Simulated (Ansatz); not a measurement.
Ideal-gas functions of CH3Cl3SeSn, SMILES `C[Se][Sn]([Cl])([Cl])[Cl]` at 500 K and 1 bar, from an Ansatz frequency run at PBE0-D4/def2-TZVP.

Molar mass 319.06 g/mol, point group Cs (symmetry number 1), electronic degeneracy 1, moments of inertia 536.876, 858.231, 916.728 u Å². Harmonic wavenumbers (cm⁻¹, unscaled): 22, 64, 82, 106, 110, 119, 137, 161, 256, 372, 381, 392, 598, 926, 930, 1311, 1460, 1469, 3081, 3182, 3193.

Use S(trans) = R[1.5 ln M + 2.5 ln T − 1.1517]; rotational temperatures θ = 24.2544 K / I; S(rot) = R[ln(√π/σ · √(T³/θAθBθC)) + 1.5]; for each mode x = 1.438777 ν̃/T, S = R[x/(eˣ − 1) − ln(1 − e⁻ˣ)] and H = RT x/(eˣ − 1); 1 cm⁻¹ = 0.0119627 kJ/mol; R = 8.31446 J/(mol·K).

Problem. By hand: the entropy, in J/(mol·K).

Solution. Translation 191.5. Rotation: θ = 0.0452, 0.0283, 0.0265 K, giving 137.5. Vibration, mode by mode: 31.26, 22.39, 20.34, 18.22, 17.91, 17.27, 16.11, 14.79, 11.04, 8.13, 7.95, 7.74, 4.76, 2.26, 2.24, 0.93, 0.66, 0.64, 0.01, 0.01, 0.01, in all 204.7. Electronic 0.0. Sum 533.7 J/(mol·K).

Problem. By hand: H − E and G − E in kJ/mol, counted from the electronic energy.

Solution. Zero-point energy ½ × 18352 × 0.0119627 = 109.8; thermal vibration 42.5; translation, rotation and pV give 4 RT = 16.6. H − E = 168.9 kJ/mol, and G − E = 168.9 − 500 × 533.7/1000 = -98.0 kJ/mol.

Vibration gives 38 % of the entropy, 143.5 J/(mol·K) of it from the modes under 150 cm⁻¹: soft modes count most, and the harmonic formula is weakest for them. The sum counts one conformer and one mirror image; others add a mixing term.
